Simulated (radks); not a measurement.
The numbers below are computed, except where a source is named.
Valence configurations of Rh II (all share [Kr]). Code: a radial shooting solver on a logarithmic mesh with Libxc functionals. Model: Dirac Kohn-Sham, PBE, spin-unpolarised, spherical densities, finite nucleus; open shells fill j = l - 1/2 first; Fermi nuclear charge, rms radius 4.4945 fm. Energies are relative to 4d8; eigenvalues in eV.

valence          E (eV)  e(4d3/2)  e(4d5/2)  e(5p1/2)  e(5s1/2)
4d8               0.000   -13.791   -13.390         -         -
4d7.5 5s0.5       1.516   -15.310   -14.893         -   -11.436
4d7 5s1           3.468   -16.899   -16.467         -   -12.111
4d7.5 5p0.5       3.833   -15.943   -15.524    -7.190         -
4d7 5s0.5 5p0.5   5.891   -17.521   -17.086    -7.635   -12.514
4d7 5p1           8.346   -18.124   -17.687    -7.959         -
4d6.5 5s0.5 5p1  10.975   -19.749   -19.296    -8.402   -13.557
4d6 5p2          19.517   -22.541   -22.067    -9.424         -

NIST lists [Kr] 4d8 as the ground configuration; this level of theory agrees among the configurations tried. The energies are those of spherical spin-averaged densities, not of single terms.
